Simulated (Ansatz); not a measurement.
CH3NOSi, SMILES `N[Si]C=O` (lower singlet) (charge 0, multiplicity 1). This singlet lies 1.47 eV below the relaxed triplet at the level frozen-core CCSD(T)/cc-pVTZ // PBE0-D3(BJ)/def2-TZVP (Ansatz, a quantum-chemistry and plane-wave program).

Method: frozen-core CCSD(T)/6-31g // PBE0-D3(BJ)/def2-TZVP (Ansatz).

Ansatz 0.2 input:
```yaml
crystal:
  periodic: [false, false, false]
  atoms:
    - { symbol: N, position_ang: [1.310136, 0.133051, -0.662756] }
    - { symbol: Si, position_ang: [0.088818, 0.616525, -1.748015] }
    - { symbol: C, position_ang: [-1.328561, -0.090269, -0.565697] }
    - { symbol: O, position_ang: [-2.50275, -0.025574, -0.820199] }
    - { symbol: H, position_ang: [1.152348, -0.337835, 0.219953] }
    - { symbol: H, position_ang: [2.291566, 0.287028, -0.834803] }
    - { symbol: H, position_ang: [-1.01157, -0.582933, 0.402345] }
basis:
  gaussian: { orbitals: "6-31g" }
correlation:
  method: ccsd_t
```

Output:

```
Functional definition: HF
570 factors; integrals over basis functions are off by at most 2.5e-4 eV
mean field evaluation 1: about -12451.3135 eV, gradient 3.9e1 eV
mean field evaluation 2: about -12451.3235 eV, gradient 3.9e1 eV
mean field evaluation 4: about -12454.6808 eV, gradient 3.1e0 eV
mean field evaluation 8: about -12454.7410 eV, gradient 2.0e-1 eV
mean field evaluation 16: about -12453.0833 eV, gradient 3.0e1 eV
mean field -12454.74127510 eV, -457.7032997332 hartree, gradient 1.6e-6 eV, S^2 0.000000; 0 other end points of the search recorded, 0 dependent functions left out; unrestricted orbitals would lower it
8 core orbitals not correlated
reference -12454.74127510 eV, -457.7032997332 hartree; 11, 11 occupied and 27, 27 virtual orbitals, 570 factors
second order -10.07449387 eV of doubles, -0.00000000 eV of singles
cycle   1  -10.12843136 eV  change   -5.4e-2 eV  update   1.2e-1
cycle   2  -10.57254975 eV  change   -4.4e-1 eV  update   3.9e-2
cycle   3  -10.72069223 eV  change   -1.5e-1 eV  update   2.3e-2
cycle   4  -10.71715779 eV  change    3.5e-3 eV  update   6.1e-3
cycle   5  -10.71731853 eV  change   -1.6e-4 eV  update   2.8e-3
cycle   6  -10.71773685 eV  change   -4.2e-4 eV  update   9.7e-4
cycle   7  -10.71685366 eV  change    8.8e-4 eV  update   3.9e-4
cycle   8  -10.71668441 eV  change    1.7e-4 eV  update   1.2e-4
cycle   9  -10.71672824 eV  change   -4.4e-5 eV  update   4.6e-5
cycle  10  -10.71671928 eV  change    9.0e-6 eV  update   1.5e-5
perturbative correction -0.31182171 eV, -0.0114592363 hartree
Total energy: -12465.76981609 eV, -458.1085911390 hartree
```
